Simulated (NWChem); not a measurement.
Molecule: C$_{2}$HCl$_{2}$F; SMILES C(F)=C(Cl)Cl

```xyz
6

F      0.8818     2.1258     0.0000
C      1.1245     0.8125     0.0000
C      0.1378    -0.0853     0.0000
Cl    -1.5301     0.3731     0.0000
Cl     0.4927    -1.7865     0.0000
H      2.1762     0.5501     0.0000
```
Atoms are numbered in this order, from 1.

Coordinates come from a B3LYP/6-31G* (spherical d) optimisation.

Problem. Give the principal values of the shielding tensors (ppm) of F1, C2, C3, Cl4, Cl5 from B3LYP/6-31G* (spherical d), GIAO (NWChem), with their diamagnetic and paramagnetic parts as GIAO splits them.

Solution. 
| atom | σ11 | σ22 | σ33 | isotropic | diamagnetic | paramagnetic |
|---|---|---|---|---|---|---|
| F1 | 227.6 | 266.9 | 383.7 | 292.7 | 473.1 | -180.3 |
| C2 | -31.5 | 80.6 | 95.7 | 48.3 | 252.6 | -204.4 |
| C3 | 11.0 | 87.6 | 99.1 | 65.9 | 262.9 | -197.0 |
| Cl4 | 522.7 | 590.9 | 946.0 | 686.5 | 1146.1 | -459.5 |
| Cl5 | 510.1 | 581.9 | 1031.5 | 707.9 | 1145.8 | -437.9 |
